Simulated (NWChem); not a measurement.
System: CH2ClNOSi; SMILES O=C=N[SiH2]Cl

Input file for NWChem:

```
start job
memory heap 200 mb stack 900 mb global 1100 mb
geometry units angstroms noautosym nocenter noautoz
  Si    -0.881450    -0.689604     0.040954
  Cl     0.743305    -1.955252    -0.017713
  N     -0.350023     0.934114    -0.033169
  C      0.133134     2.031279    -0.019606
  O      0.588338     3.103821    -0.014192
  H     -1.601182    -0.905682     1.319997
  H     -1.738501    -0.966806    -1.136912
end
basis spherical
  * library def2-svp
end
dft
  xc xpbe96 cpbe96
  iterations 150
end
cosmo
  do_cosmo_smd true
  solvent water
end
task dft energy
```

Excerpt of the output:

```
             Northwest Computational Chemistry Package (NWChem) 7.3.0
             --------------------------------------------------------

                             Geometry "geometry" -> ""
                             -------------------------

 Output coordinates in angstroms (scale by  1.889725989 to convert to a.u.)

  No.       Tag          Charge          X              Y              Z
 ---- ---------------- ---------- -------------- -------------- --------------
    1 Si                  14.0000    -0.88145000    -0.68960400     0.04095400
    2 Cl                  17.0000     0.74330500    -1.95525200    -0.01771300
    3 N                    7.0000    -0.35002300     0.93411400    -0.03316900
    4 C                    6.0000     0.13313400     2.03127900    -0.01960600
    5 O                    8.0000     0.58833800     3.10382100    -0.01419200
    6 H                    1.0000    -1.60118200    -0.90568200     1.31999700
    7 H                    1.0000    -1.73850100    -0.96680600    -1.13691200

 Effective nuclear repulsion energy (a.u.)     244.9389126606

  pbe96 is a nonlocal functional; adding pw91lda local functional.

                                 NWChem DFT Module
                                 -----------------

 Summary of "ao basis" -> "ao basis" (spherical)
 ------------------------------------------------------------------------------
       Tag                 Description            Shells   Functions and Types
 ---------------- ------------------------------  ------  ---------------------
 Si                         def2-svp                 8       18   4s3p1d
 Cl                         def2-svp                 8       18   4s3p1d
 N                          def2-svp                 6       14   3s2p1d
 C                          def2-svp                 6       14   3s2p1d
 O                          def2-svp                 6       14   3s2p1d
 H                          def2-svp                 3        5   2s1p

 in cosmo_initialize ...
 calling solv_data for solv:h2o

 solvent parameters
 solvname_short: h2o
 solvname_long:  water
 dielec:       78.4000
 dielecinf:     1.7769
 aqueous SMD model solvent descriptors
 dielec:       78.4000
 sola:          0.8200

          ---------------
          -cosmo- solvent
          ---------------
 Cosmo: York-Karplus, doi: 10.1021/jp992097l
 dielectric constant -eps-     =  78.40
 screen = (eps-1)/(eps    )    =   0.98724
 surface charge correction     = lagrangian

   van der Waals surface
 --------------------------

 ---------- ATOMIC COORDINATES (A.U.) ------------ VDWR(ANG.) --
     1   -1.66569897   -1.30316260    0.07739184     2.470
     2    1.40464278   -3.69489052   -0.03347272     2.380
     3   -0.66144756    1.76521950   -0.06268032     1.890
     4    0.25158678    3.83856072   -0.03704997     1.850
     5    1.11179761    5.86537121   -0.02681899     1.520
     6   -3.02579524   -1.71149081    2.49443264     1.200
     7   -3.28529052   -1.82699842   -2.14845215     1.200
 number of segments per atom =        128
 number of   points per atom =        128
 atom (   nspa,  nppa )
 ----------------------
    1 (     72,     0 )       0
    2 (     94,     0 )       0
    3 (     40,     0 )       0
    4 (     68,     0 )       0
    5 (     78,     0 )       0
    6 (     34,     0 )       0
    7 (     32,     0 )       0
 number of -cosmo- surface points =      418
 molecular surface =    137.435 angstrom**2
 molecular volume  =    121.605 angstrom**3
 -lineq- algorithm             =   0
 -bem- low  level              =   3
 -bem- from -octahedral-
 gaussian surface charge width =   4.50000
 degree of switching           =   1.00000
 switching function tolerance  =   0.00010
 atomic radii =
 --------------
    1 14.000  2.470
    2 17.000  2.380
    3  7.000  1.890
    4  6.000  1.850
    5  8.000  1.520
    6  1.000  1.200
    7  1.000  1.200
 ...... end of -cosmo- initialization ......

 nat:                     7
 ixmem:                  2814
 calling mnsol_interface()
 G(SMD-CDS) energy (kcal/mol)  =     5.838
 SMD-CDS SASA (angstrom**2)    =   146.019

            General Information
            -------------------
          SCF calculation type: DFT
          Wavefunction type:  closed shell.
          No. of atoms     :     7
          No. of electrons :    54
           Alpha electrons :    27
            Beta electrons :    27
          Charge           :     0
          Spin multiplicity:     1
          Use of symmetry is: off; symmetry adaption is: off
          Maximum number of iterations: 150
          AO basis - number of functions:    88
                     number of shells:    40
          Convergence on energy requested:  1.00D-06
          Convergence on density requested:  1.00D-05
          Convergence on gradient requested:  5.00D-04

              XC Information
              --------------
          PerdewBurkeErnzerhof Exchange Functional  1.000
            Perdew 1991 LDA Correlation Functional  1.000 local
           PerdewBurkeErnz. Correlation Functional  1.000 non-local

             Grid Information
             ----------------
          Grid used for XC integration:  medium
          Radial quadrature: Mura-Knowles
          Angular quadrature: Lebedev.
          Tag              B.-S. Rad. Rad. Pts. Rad. Cut. Ang. Pts.
          ---              ---------- --------- --------- ---------
          Si                  1.10       88           9.0       590
          Cl                  1.00       88          11.0       590
          N                   0.65       49           8.0       434
          C                   0.70       49          10.0       434
          O                   0.60       49          12.0       434
          H                   0.35       45          10.0       434
          Grid pruning is: on
          Number of quadrature shells:   413
          Spatial weights used:  Erf1

      Superposition of Atomic Density Guess
      -------------------------------------

 Sum of atomic energies:        -915.62076754

      Non-variational initial energy
      ------------------------------

 Total energy =    -917.570091
 1-e energy   =   -1750.932916
 2-e energy   =     588.423912
 HOMO         =      -0.353129
 LUMO         =       0.060662

   convergence    iter        energy       DeltaE   RMS-Dens  Diis-err
 ---------------- ----- ----------------- --------- --------- ---------
     COSMO gas phase
 d= 0,ls=0.0,diis     1   -918.0530054666 -1.16D+03  2.04D-02  1.10D+00
 d= 0,ls=0.0,diis     2   -917.6614362031  3.92D-01  1.46D-02  5.18D+00
 d= 0,ls=0.0,diis     3   -918.1197254653 -4.58D-01  6.45D-03  5.83D-01
 d= 0,ls=0.0,diis     4   -918.1619629817 -4.22D-02  2.80D-03  1.73D-01
 d= 0,ls=0.0,diis     5   -918.1804316465 -1.85D-02  9.42D-04  8.14D-03
  Resetting Diis
 d= 0,ls=0.0,diis     6   -918.1814378958 -1.01D-03  2.84D-04  4.90D-04
 d= 0,ls=0.0,diis     7   -918.1815075733 -6.97D-05  1.20D-04  2.33D-05
 d= 0,ls=0.0,diis     8   -918.1815001863  7.39D-06  7.42D-05  9.30D-05
 d= 0,ls=0.0,diis     9   -918.1815092031 -9.02D-06  2.80D-05  1.43D-05
 d= 0,ls=0.0,diis    10   -918.1815106835 -1.48D-06  5.05D-06  4.13D-07
 d= 0,ls=0.0,diis    11   -918.1815107392 -5.57D-08  9.06D-07  1.63D-08

   convergence    iter        energy       DeltaE   RMS-Dens  Diis-err
 ---------------- ----- ----------------- --------- --------- ---------
     COSMO solvation phase
 d= 0,ls=0.0,diis     1   -918.1753383236  6.17D-03  1.44D-03  2.01D-03
 d= 0,ls=0.0,diis     2   -918.1747763935  5.62D-04  5.87D-04  1.07D-02
 d= 0,ls=0.0,diis     3   -918.1759048185 -1.13D-03  2.03D-04  1.80D-04
 d= 0,ls=0.0,diis     4   -918.1758999914  4.83D-06  1.12D-04  2.57D-04
 d= 0,ls=0.0,diis     5   -918.1759279473 -2.80D-05  2.89D-05  1.01D-05
 d= 0,ls=0.0,diis     6   -918.1759289759 -1.03D-06  1.07D-05  1.15D-06
 d= 0,ls=0.0,diis     7   -918.1759291203 -1.44D-07  1.41D-06  2.21D-08

         Total DFT energy =     -918.175929120337
      One electron energy =    -1752.727902752139
           Coulomb energy =      660.110622061652
    Exchange-Corr. energy =      -70.315502828415
 Nuclear repulsion energy =      244.938912660589

             COSMO energy =       -0.182058262024

 Numeric. integr. density =       54.000008089788

                                COSMO-SMD solvation results
                                ---------------------------

             internal energy in gas <Psi(g)|H|Psi(g)> =      -918.181510739240
         internal energy in solvent <Psi(s)|H|Psi(s)> =      -918.180763614288
                               delta internal energy  =         0.000747124953 (    0.47 kcal/mol)
   total free energy in solvent <Psi(s)|H+V/2|Psi(s)> =      -918.185232431236
 polarization energy contribution <Psi(s)|V/2|Psi(s)> =        -0.004468816949 (   -2.80 kcal/mol)
    total free energy in solvent including G(SMD-CDS) =      -918.175929120337
                       G(SMD-CDS) energy contribution =         0.009303310899 (    5.84 kcal/mol)
     1 M fixed-concentration free energy of solvation =         0.005581618903 (    3.50 kcal/mol)

                       DFT Final Molecular Orbital Analysis
                       ------------------------------------

 Vector   25  Occ=2.000000D+00  E=-2.861465D-01
              MO Center=  3.8D-01, -7.5D-01, -2.0D-02, r^2= 4.6D+00
   Bfn.  Coefficient  Atom+Function         Bfn.  Coefficient  Atom+Function
  ----- ------------  ---------------      ----- ------------  ---------------
    31      0.525603  2 Cl pz                28      0.387374  2 Cl pz
    42      0.256157  3 N  pz                70      0.232865  5 O  pz
    25      0.226176  2 Cl pz                45     -0.208259  3 N  pz
    73      0.164019  5 O  pz                84      0.084837  7 H  s
    79     -0.077068  6 H  s                 85      0.071303  7 H  s

 Vector   26  Occ=2.000000D+00  E=-2.747673D-01
              MO Center=  1.2D-01,  9.9D-01, -2.0D-02, r^2= 4.3D+00
   Bfn.  Coefficient  Atom+Function         Bfn.  Coefficient  Atom+Function
  ----- ------------  ---------------      ----- ------------  ---------------
    40      0.390114  3 N  px                68      0.343798  5 O  px
    30      0.295354  2 Cl py                43     -0.294449  3 N  px
    71      0.247952  5 O  px                27      0.221367  2 Cl py
    41     -0.172414  3 N  py                69     -0.143899  5 O  py
    44      0.129002  3 N  py                24      0.128184  2 Cl py

 Vector   27  Occ=2.000000D+00  E=-2.648618D-01
              MO Center= -3.8D-01,  4.5D-01,  1.4D-02, r^2= 5.0D+00
   Bfn.  Coefficient  Atom+Function         Bfn.  Coefficient  Atom+Function
  ----- ------------  ---------------      ----- ------------  ---------------
    42      0.363016  3 N  pz                70      0.314485  5 O  pz
    45     -0.270832  3 N  pz                31     -0.247474  2 Cl pz
    73      0.232788  5 O  pz                79      0.217419  6 H  s
    84     -0.212144  7 H  s                 28     -0.183443  2 Cl pz
    80      0.182525  6 H  s                 85     -0.181023  7 H  s

 Vector   28  Occ=0.000000D+00  E=-3.278477D-02
              MO Center= -3.3D-01,  4.2D-01,  9.5D-03, r^2= 4.8D+00
   Bfn.  Coefficient  Atom+Function         Bfn.  Coefficient  Atom+Function
  ----- ------------  ---------------      ----- ------------  ---------------
    11      0.647382  1 Si px                12     -0.404456  1 Si py
    22     -0.391442  2 Cl s                 54     -0.390673  4 C  px
    29      0.334384  2 Cl px                57     -0.311832  4 C  px
    30     -0.298774  2 Cl py                 3      0.269082  1 Si s
    68      0.249342  5 O  px                71      0.247917  5 O  px

 Vector   29  Occ=0.000000D+00  E=-7.424174D-03
              MO Center= -1.7D-01,  1.2D+00,  2.4D-02, r^2= 3.9D+00
   Bfn.  Coefficient  Atom+Function         Bfn.  Coefficient  Atom+Function
  ----- ------------  ---------------      ----- ------------  ---------------
    13      0.676788  1 Si pz                56     -0.535374  4 C  pz
    80     -0.536696  6 H  s                 85      0.507335  7 H  s
    59     -0.473494  4 C  pz                73      0.337595  5 O  pz
    70      0.329906  5 O  pz                45      0.229797  3 N  pz
    42     -0.215970  3 N  pz                10      0.169564  1 Si pz

 Vector   30  Occ=0.000000D+00  E= 8.148523D-03
              MO Center= -8.2D-01, -6.0D-01,  4.4D-02, r^2= 4.2D+00
   Bfn.  Coefficient  Atom+Function         Bfn.  Coefficient  Atom+Function
  ----- ------------  ---------------      ----- ------------  ---------------
    12      1.078912  1 Si py                39     -0.888317  3 N  s
    11      0.526068  1 Si px                53      0.468648  4 C  s
    80      0.402864  6 H  s                 85      0.362413  7 H  s
     9      0.261763  1 Si py                67     -0.251975  5 O  s
    29     -0.245837  2 Cl px                38     -0.200317  3 N  s

     Multipole analysis of the density
     ---------------------------------

     L   x y z        total         alpha         beta         nuclear
     -   - - -        -----         -----         ----         -------
     0   0 0 0     -0.000000    -27.000000    -27.000000     54.000000

     1   1 0 0     -0.706470     -0.364147     -0.364147      0.021824
     1   0 1 0     -0.419098      0.932968      0.932968     -2.285034
     1   0 0 1      0.041534      0.028359      0.028359     -0.015184

     2   2 0 0    -30.264954    -67.964874    -67.964874    105.664793
     2   1 1 0     -0.357693     -1.744008     -1.744008      3.130323
     2   1 0 1     -0.062342      1.517656      1.517656     -3.097654
     2   0 2 0    -37.366623   -342.468301   -342.468301    647.569978
     2   0 1 1     -0.006525      1.266568      1.266568     -2.539661
     2   0 0 2    -30.727697    -20.855065    -20.855065     10.982433
```

Level: PBE/def2-SVP, SMD on the gas-phase geometry. The geometry was optimised at PBE0/def2-SVP. Solvent: water.
